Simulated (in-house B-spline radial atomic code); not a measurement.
Ionisation energies along the 4-electron series, configuration [He] 2s2, as differences of self-consistent energies. Dirac energy differences include first-order Breit, QED and recoil terms. NIST's values go from ground level to ground level; the uncertainty of those that are theory runs from under 0.1 % in few-electron ions to several per cent in heavy many-electron ones. Computed with a radial B-spline atomic code at the basis-set limit: Dirac-Hartree-Fock, average of the configuration, finite nuclei.

| ion | configuration after | ionisation energy (eV) | IE/(q+1)² (eV) | -ε less Coulomb ΔSCF (eV) | Breit and QED recoil part (eV) | tabulated value (eV) | tabulated kind | computed minus tabulated (eV) |
| --- | --- | --- | --- | --- | --- | --- | --- | --- |
| Sn46+ | [He] 2s1 | 8096.8 | 3.6654 | 0.31288 | -9.8805 | 8103 | semi-empirical | -6 |
| Sb47+ | [He] 2s1 | 8454.5 | 3.6695 | 0.31433 | -10.572 | 8455 | tabulated theory | -1 |
| Te48+ | [He] 2s1 | 8821.0 | 3.6739 | 0.31584 | -11.296 | 8821 | tabulated theory | 0 |
| I49+ | [He] 2s1 | 9196.3 | 3.6785 | 0.31739 | -12.06 | 9196 | tabulated theory | 0 |
| Xe50+ | [He] 2s1 | 9580.7 | 3.6835 | 0.319 | -12.859 | 9581 | tabulated theory | 0 |
| Cs51+ | [He] 2s1 | ? | ? | ? | ? | ? | tabulated theory | ? |
| Ba52+ | [He] 2s1 | 10376.7 | 3.6941 | 0.32236 | -14.576 | 10376 | tabulated theory | 1 |
| La53+ | [He] 2s1 | 10788.6 | 3.6998 | 0.32412 | -15.496 | 10789 | tabulated theory | 0 |
| Ce54+ | [He] 2s1 | 11210.0 | 3.7058 | 0.32594 | -16.459 | 11210 | tabulated theory | 0 |
| Pr55+ | [He] 2s1 | 11640.9 | 3.712 | 0.32782 | -17.467 | 11641 | tabulated theory | 0 |
| Nd56+ | [He] 2s1 | 12081.4 | 3.7185 | 0.32975 | -18.52 | 12082 | tabulated theory | -1 |
| Pm57+ | [He] 2s1 | 12531.8 | 3.7253 | 0.33175 | -19.621 | 12532 | tabulated theory | 0 |
| Sm58+ | [He] 2s1 | 12992.1 | 3.7323 | 0.3338 | -20.769 | 12992 | tabulated theory | 0 |
| Eu59+ | [He] 2s1 | ? | ? | ? | ? | ? | tabulated theory | ? |
| Gd60+ | [He] 2s1 | 13943.1 | 3.7471 | 0.33812 | -23.223 | 13943 | tabulated theory | 0 |
| Tb61+ | [He] 2s1 | 14434.1 | 3.755 | 0.34038 | -24.53 | 14434 | tabulated theory | 0 |
| Dy62+ | [He] 2s1 | 14935.6 | 3.7631 | 0.3427 | -25.894 | 14936 | tabulated theory | 0 |
| Ho63+ | [He] 2s1 | ? | ? | ? | ? | ? | tabulated theory | ? |
| Er64+ | [He] 2s1 | 15970.9 | 3.7801 | 0.34758 | -28.799 | 15971 | tabulated theory | 0 |
| Tm65+ | [He] 2s1 | 16505.1 | 3.789 | 0.35014 | -30.344 | 16510 | tabulated theory | -5 |
| Yb66+ | [He] 2s1 | 17050.4 | 3.7983 | 0.35277 | -31.953 | 17050 | tabulated theory | 0 |
| Lu67+ | [He] 2s1 | 17607.1 | 3.8078 | 0.35549 | -33.63 | 17610 | tabulated theory | -3 |
| Hf68+ | [He] 2s1 | 18175.6 | 3.8176 | 0.35829 | -35.375 | 18180 | tabulated theory | -4 |

(1) Fill in the row of Cs51+.

(2) Fill in the row of Eu59+.

(3) Fill in the row of Ho63+.

Answers

(1) ionisation energy (eV): 9974.1; IE/(q+1)² (eV): 3.6886; -ε less Coulomb ΔSCF (eV): 0.32065; Breit and QED recoil part (eV): -13.698; tabulated value (eV): 9974; computed minus tabulated (eV): 0.

(2) ionisation energy (eV): 13462.5; IE/(q+1)² (eV): 3.7396; -ε less Coulomb ΔSCF (eV): 0.33593; Breit and QED recoil part (eV): -21.97; tabulated value (eV): 13462; computed minus tabulated (eV): 0.

(3) ionisation energy (eV): 15447.8; IE/(q+1)² (eV): 3.7714; -ε less Coulomb ΔSCF (eV): 0.3451; Breit and QED recoil part (eV): -27.316; tabulated value (eV): 15448; computed minus tabulated (eV): 0.
